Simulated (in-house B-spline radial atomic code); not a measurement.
# Ionising Cs VIII (Cs7+) with different functionals

Computed with an all-electron radial atomic-structure program (B-spline basis): four-component Dirac-Coulomb Hamiltonian, Fermi nucleus of rms radius 4.8041 fm, spin-restricted, spherical fractional occupations for the functionals. The ionisation energy is the difference of two self-consistent energies, [Kr] 4d10 5s2 → [Kr] 4d10 5s1, without Breit or QED terms; ε is the level of the shell that loses the electron (mean over j).

Hybrids are left out here: with spherical fractional occupations of an open shell their exact exchange keeps a self-interaction that integer-occupation calculations don't have.

| method | rung | ΔSCF (eV) | -ε(5s) (eV) |
| --- | --- | --- | --- |
| LDA VWN5 | LDA | 112.46 | 105.29 |
| relativistic LDA | LDA | ? | ? |
| LDA PW92 | LDA | 112.46 | 105.29 |
| LDA exchange-only | LDA | 110.86 | 103.68 |
| PBE | GGA | 111.81 | 104.65 |
| PBEsol | GGA | 111.82 | 104.72 |
| BLYP | GGA | 112.03 | 104.81 |
| RPBE | GGA | 111.49 | 104.37 |
| PW91 | GGA | ? | ? |
| BP86 | GGA | 111.96 | 104.88 |
| AM05 | GGA | 111.82 | 104.72 |
| OLYP | GGA | 111.35 | 104.26 |

Question: What does relativistic LDA give?

Answer: ΔSCF 112.31 eV, and -ε(5s) = 105.15 eV.

Question: What does PW91 give?

Answer: ΔSCF 111.96 eV, and -ε(5s) = 104.81 eV.

Question: How do they compare with the NIST value?

Answer: NIST lists 110.1 eV ± 0.6 (semi-empirical, ground level to ground level). Errors run from +0.76 to +2.36 eV. The correlated functionals all miss on the same side by more than they spread, so the cause is common to them (Breit-QED terms, spin polarisation, or a listed next ion that isn't the cheapest removal here) and closeness doesn't rank the functionals.
